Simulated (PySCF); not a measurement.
A calculated (UHF, PySCF 2.14, aug-cc-pCVQZ-DK, the spin-free X2C one-electron Hamiltonian (Gaussian nucleus)) atom or ion has these occupied shells.

```json
{"shell": "1s α", "electrons": "1", "orbital energy (eV)": "-2877.5", "rms radius, mean of both spins (bohr)": "0.105"}
{"shell": "1s β", "electrons": "1", "orbital energy (eV)": "-2876.8", "rms radius, mean of both spins (bohr)": "0.105"}
{"shell": "2s α", "electrons": "1", "orbital energy (eV)": "-303.51", "rms radius, mean of both spins (bohr)": "0.478"}
{"shell": "2s β", "electrons": "1", "orbital energy (eV)": "-302.84", "rms radius, mean of both spins (bohr)": "0.478"}
{"shell": "2p α", "electrons": "3", "orbital energy (eV)": "-232.99", "rms radius, mean of both spins (bohr)": "0.451"}
{"shell": "2p β", "electrons": "3", "orbital energy (eV)": "-231.73", "rms radius, mean of both spins (bohr)": "0.451"}
{"shell": "3s α", "electrons": "1", "orbital energy (eV)": "-43.741", "rms radius, mean of both spins (bohr)": "1.61"}
{"shell": "3s β", "electrons": "1", "orbital energy (eV)": "-36.794", "rms radius, mean of both spins (bohr)": "1.61"}
{"shell": "3p α", "electrons": "3", "orbital energy (eV)": "-26.344", "rms radius, mean of both spins (bohr)": "1.85"}
{"shell": "3p β", "electrons": "1", "orbital energy (eV)": "-23.645", "rms radius, mean of both spins (bohr)": "1.85"}
```

(1) Name the element and its charge.

Answers

(1) Cl⁺ (chlorine, charge +1), in [Ne] 3s2 3p4, high-spin 3P determinant.
